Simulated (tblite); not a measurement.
Species: C₆H₁₃P.
Cartesian coordinates in Å at the GFN2-xTB level; atoms count from 1:
```
atom  x, y, z in Å
C1    -1.3118    1.3094    0.2464
C2    -0.8319   -0.1306    0.0635
C3    -2.0014   -1.0488   -0.2852
C4     0.2174   -0.1903   -1.0253
P5     1.3157   -1.6762   -1.2206
C6     1.6750    0.0957   -0.7844
C7     2.2221    0.4774    0.5674
H8    -1.7790    1.6719   -0.6669
H9    -0.4797    1.9650    0.4908
H10   -2.0418    1.3627    1.0511
H11   -0.3952   -0.4741    1.0073
H12   -2.4778   -0.7244   -1.2080
H13   -1.6478   -2.0692   -0.4233
H14   -2.7448   -1.0406    0.5087
H15   -0.1572    0.1828   -1.9774
H16    1.1728   -2.0813    0.1134
H17    2.1592    0.6381   -1.5945
H18    2.0185    1.5291    0.7700
H19    1.7821   -0.1173    1.3645
H20    3.3005    0.3314    0.5897
```

All values are computed: GFN2-xTB (tblite) harmonic vibrations without scaling, gas phase. The method is semi-empirical: single wavenumbers can be off by several per cent or more. Modes of hydrogen on phosphorus can be 10 to 20 % off. One conformer, not necessarily the lowest.

Harmonic wavenumbers (cm⁻¹): 67.8, 136.0, 179.6, 196.9, 202.8, 229.6, 302.9, 310.4, 342.7, 433.0, 515.5, 616.2, 682.9, 760.7, 838.4, 880.0, 934.3, 947.1, 983.6, 991.7, 1007.7, 1016.9, 1067.3, 1077.6, 1144.2, 1166.4, 1171.4, 1225.3, 1261.5, 1306.5, 1324.7, 1370.7, 1404.0, 1410.6, 1418.7, 1484.7, 1491.9, 1494.5, 1497.5, 1502.5, 1506.2, 2235.1, 2930.6, 2971.8, 2986.6, 2995.2, 3020.4, 3023.8, 3027.7, 3030.8, 3031.6, 3033.0, 3036.8, 3043.4.

A = 2857, B = 1667, C = 1198 MHz; mass 116.075 u (most abundant isotopes); point group C1, symmetry number 1.

**Question.** Zero-point energy?

**Answer.** Half the sum of the wavenumbers: 38135 cm⁻¹ = 456.19 kJ/mol.

**Question.** Entropy at 200 K, 1 bar (ideal gas, RRHO, classical rotation)?

**Answer.** Translation 159.85, rotation 113.95, vibration 60.52: S = 334.3 J/(mol K).

**Question.** And Cp and H(200 K) − H(0)?

**Answer.** Cp = 109.74 J/(mol K), of which vibrations give 76.48 (their classical limit is 54 R = 449.0); H(200 K) − H(0) = 13.89 kJ/mol without the zero-point energy, 7.23 from vibrations.

**Question.** How do the functions run with temperature in this model?

**Answer.** 
| T (K) | S (J/(mol K)) | Cp (J/(mol K)) | H − H(0) (kJ/mol) | G − H(0) (kJ/mol) | ln q(vib) |
| --- | --- | --- | --- | --- | --- |
| 150 | 305.5 | 91.3 | 8.86 | -36.97 | 1.86 |
| 250 | 360.8 | 129.1 | 19.85 | -70.36 | 4.03 |
| 298.15 | 385.3 | 149.1 | 26.54 | -88.33 | 5.10 |
| 400 | 435.1 | 191.9 | 43.93 | -130.12 | 7.42 |
| 600 | 527.0 | 262.2 | 89.71 | -226.48 | 12.07 |
| 900 | 647.7 | 332.5 | 179.75 | -403.19 | 18.93 |

q(vib) and H(0) count from the zero-point level.

**Question.** Which modes carry the vibrational entropy at 200 K?

**Answer.** 67.8 cm⁻¹: 14.37; 136.0 cm⁻¹: 8.82; 179.6 cm⁻¹: 6.74; 196.9 cm⁻¹: 6.08; 202.8 cm⁻¹: 5.87; 229.6 cm⁻¹: 5.03 J/(mol K); the other 48 give 13.61 together.

**Question.** Blend soft modes into free rotors: weight 1/[1 + (100 cm⁻¹/ν̃)⁴] for the oscillator and the rest for a rotor with moment μB/(μ + B), μ = h/(8π²ν), B = 10⁻⁴⁴ kg m². What vibrational entropy results?

**Answer.** 58.94 J/(mol K) in place of 60.52, which changes −T·S at 200 K by +0.32 kJ/mol.

**Question.** What must be added to the electronic energy to get the Gibbs energy at 200 K and 1 bar?

**Answer.** ZPE + [H(200 K) − H(0)] − T·S = 456.19 + 13.89 − 66.86 = 403.22 kJ/mol.

Hindered rotation and anharmonicity are outside this model. Other conformers, if any are populated, would add a mixing term that is left out. The structure is chiral; the term R ln 2 for an equal mix with its mirror image is left out.
